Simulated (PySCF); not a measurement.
Computed with ωB97X-D3(BJ)/def2-TZVP // PBE0-D3(BJ)/def2-SVP (PySCF). Isolated molecules, 0 K electronic values unless said otherwise. One relaxed conformer stands for a flexible species; it need not be the lowest. Delta-SCF ions had no search for a lower state. 

Reference species (SMILES): `Bc1cocc1S` (neutral, multiplicity 1).

| Quantity | Result |
|---|---|
| vertical electron affinity (Delta-SCF) | 0.08 eV |
| HOMO–LUMO gap | 8.87 eV |

Changed species: `Bc1ccc(S)o1`.

### Question
Give the shifts of the vertical electron affinity (Delta-SCF) and HOMO–LUMO gap.

### Answer
the vertical electron affinity (Delta-SCF) increases by 0.10 eV, to 0.18 eV; the HOMO–LUMO gap falls by 0.13 eV, to 8.74 eV.
